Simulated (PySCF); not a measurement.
Run record: excited-state job, `[PH3]->[Au]([Cl])([Cl])[Cl]` (AuCl3(PH3)).

Computed with TDDFT CAM-B3LYP/def2-SVPD, vertical, gas phase, core orbitals frozen in the response, def2 core potentials past Kr (PySCF 2.14.0, density-fitted response routines). Geometry: PBE0-D3(BJ)/def2-SVP. A driver script takes a list of jobs; this job's settings line and coordinates (Å) are shown.

Input:
```
{"job": {"kind": "uv", "xc": "CAM-B3LYP", "basis": "def2-SVPD", "ip": false, "nstates": 10}, "charge": 0, "multiplicity": 1}
Au    -0.062268     1.121372    -0.008664
Cl     2.249628     0.923147     0.141709
Cl    -0.019705     3.416904    -0.025695
Cl    -2.365484     1.059366    -0.148890
P      0.019168    -1.186918     0.007963
H      0.650712    -1.734638     1.144202
H      0.751169    -1.742198    -1.062616
H     -1.223231    -1.857035    -0.048009
```

Problem. What does the run print?

Solution. 
```
coarse grid: 41712 points
cycle   1  E = -1857.8311339951  dE = -1.061e+01  |g| = 2.049e+00  |ddm| = 1.097e+01
cycle   2  E = -1835.7885954842  dE =  2.204e+01  |g| = 6.470e+00  |ddm| = 5.788e+01
cycle   3  E = -1858.7745854101  dE = -2.299e+01  |g| = 8.328e-01  |ddm| = 5.778e+01
cycle   4  E = -1859.0050603604  dE = -2.305e-01  |g| = 2.034e-01  |ddm| = 1.424e+00
cycle   5  E = -1859.0162212295  dE = -1.116e-02  |g| = 8.158e-02  |ddm| = 4.720e-01
cycle   6  E = -1859.0180432798  dE = -1.822e-03  |g| = 2.855e-02  |ddm| = 1.438e-01
cycle   7  E = -1859.0182852452  dE = -2.420e-04  |g| = 8.018e-03  |ddm| = 4.628e-02
cycle   8  E = -1859.0183301902  dE = -4.495e-05  |g| = 3.737e-03  |ddm| = 2.336e-02
cycle   9  E = -1859.0183403874  dE = -1.020e-05  |g| = 1.151e-03  |ddm| = 1.191e-02
cycle  10  E = -1859.0183413753  dE = -9.879e-07  |g| = 3.881e-04  |ddm| = 3.586e-03
final grid: 78872 points
cycle  11  E = -1859.0183024140  dE = -6.681e-08  |g| = 4.330e-04  |ddm| = 1.756e-03
cycle  12  E = -1859.0183023869  dE =  2.710e-08  |g| = 6.200e-04  |ddm| = 1.236e-03
cycle  13  E = -1859.0183024704  dE = -8.348e-08  |g| = 5.656e-05  |ddm| = 6.857e-04
cycle  14  E = -1859.0183024724  dE = -2.044e-09  |g| = 2.757e-05  |ddm| = 1.314e-04
cycle  15  E = -1859.0183024735  dE = -1.115e-09  |g| = 1.460e-05  |ddm| = 1.345e-04
cycle  16  E = -1859.0183024737  dE = -1.232e-10  |g| = 1.374e-06  |ddm| = 4.471e-05
converged SCF energy = -1859.0183024737

Static polarisability (au): isotropic 116.134, principal 71.108 134.588 142.706

Singlet excitations
state   eV       nm        f      main configurations
  1   2.8357    437.2   0.00967   H->L 0.94
  2   2.9032    427.1   0.00007   H-1->L 0.96
  3   3.0200    410.5   0.00000   H-2->L 0.96
  4   3.1329    395.7   0.00141   H-3->L 0.69, H-4->L 0.26
  5   3.6265    341.9   0.04119   H-4->L 0.67, H-3->L 0.25
  6   4.0605    305.3   0.00077   H-5->L 0.99
  7   4.7260    262.3   0.01685   H-8->L 0.59, H-7->L 0.36
  8   5.4924    225.7   0.34379   H-6->L 0.76
  9   5.5925    221.7   0.27436   H-7->L 0.48, H-8->L 0.31
 10   6.0593    204.6   0.00047   H-9->L 0.94

Triplet excitations (Tamm-Dancoff, eV): 2.4339 2.5766 2.6340 2.7806
```

The SCF starts on a coarse grid where the log names one; the energy can jump when the final grid takes over, and dE then counts from the start density on the new grid. H and L stand for HOMO and LUMO; the number after each pair is its weight.

Problem. Which computed singlet has the largest oscillator strength, and what do all of them sum to?

Solution. State 8 at 5.49 eV (226 nm), f = 0.344; the 10 states sum to 0.689.

Problem. Give S1 in cm⁻¹ and kJ/mol.

Solution. 2.8357 eV × 8065.54 = 22871 cm⁻¹; × 96.485 = 273.6 kJ/mol.

Main results: HOMO -9.38 eV, LUMO -3.26 eV; lowest singlet 2.84 eV; lowest triplet 2.43 eV (Tamm–Dancoff); mean polarisability 116.1 au.

Atoms past krypton carry effective core potentials; spin–orbit coupling is left out.

On an x86-64 server with one thread, no GPU, shared host, this took 20 s wall.
Labels such as C1 count atoms from 1, the log's own numbers from 0.
